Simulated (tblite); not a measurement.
Species: C₄H₇F₂OSi (doublet state).
Atom-mapped SMILES: `[F:1][CH2:2][C@H:3]1[CH2:4][O:5][SiH2:6][C:7]1[F:8]` (hydrogens: H9, H10 on C2; H11 on C3; H12, H13 on C4; H14, H15 on Si6)

A start from a force field or distance geometry was refined with GFN2-xTB geometry optimisation, gas phase (tblite). Values at the start:

```
  coordinate    start
       F1–C2  1.372 Å
       C2–C3  1.526 Å
       C2–H9  1.124 Å
      C2–H10  1.090 Å
       C3–C4  1.457 Å
       C3–C7  1.541 Å
      C3–H11  1.106 Å
       C4–O5  1.364 Å
      C4–H12  1.146 Å
      C4–H13  1.117 Å
      O5–Si6  1.710 Å
      Si6–C7  1.869 Å
     Si6–H14  1.462 Å
     Si6–H15  1.458 Å
       C7–F8  1.377 Å
    F1–C2–C3   107.4°
    C2–C3–C4   115.6°
   C3–C7–Si6    93.9°
    C3–C7–F8   110.6°
    C4–C3–C7   108.9°
   C4–O5–Si6   108.7°
   O5–Si6–C7    94.6°
   Si6–C7–F8   112.8°
 C2–C3–C4–O5     160°
C2–C3–C7–Si6    -172°
C4–O5–Si6–C7     -22°
O5–Si6–C7–F8     152°
```

Question: How do these coordinates change at the GFN2-xTB level?

Answer: 
```csv
coordinate,GFN2-xTB (Å or °),change
C3–C4,1.544,+0.087
O5–Si6,1.637,-0.073
C3–C7,1.485,-0.056
C4–H12,1.093,-0.053
C4–O5,1.404,+0.040
C7–F8,1.345,-0.032
C2–H9,1.095,-0.029
C4–H13,1.096,-0.021
Si6–C7,1.856,-0.013
C2–C3,1.534,+0.008
C3–H11,1.100,-0.006
C2–H10,1.095,+0.005
Si6–H14,1.458,-0.004
Si6–H15,1.462,+0.004
F1–C2,1.372,0.000
Si6–C7–F8,130.9,+18.1
C3–C7–Si6,111.6,+17.7
C4–O5–Si6,118.0,+9.3
C3–C7–F8,117.4,+6.8
O5–Si6–C7,91.0,-3.6
C2–C3–C4,112.4,-3.2
C4–C3–C7,105.9,-3.0
F1–C2–C3,110.2,+2.8
C2–C3–C7–Si6,-130,+42
C4–O5–Si6–C7,8,+30
O5–Si6–C7–F8,177,+25
C2–C3–C4–O5,135,-25
```

The energy falls by 1.071 eV over 96 L-BFGS steps, the largest force on an atom goes from 3.76 to 0.009 eV/Å, and the atoms move by 0.512 Å rms after alignment. The bond that changes most is C3–C4 (ends: carbon bonded to 3 C and H; carbon bonded to C, O and 2 H), which lengthens by 0.087 Å. Bonds longer at the end by more than 0.005 Å: 4 of 15; shorter: 8. Among the dihedrals that turn most is H15–Si6–C7–C3, from 157° to 114°. Rotational constants go from 2603, 1335, 933.0 to 2590, 1269, 900.7 MHz.

Its lowest GFN2-xTB frequency is 12i cm⁻¹, too small to tell a flat minimum from a shallow saddle. 3 starts were optimised and ended at 0.00, 0.92 and 1.66 kcal/mol (GFN2-xTB); the lowest of these is shown.

One conformer stands for the species.

The numbers are calculated, not measured.
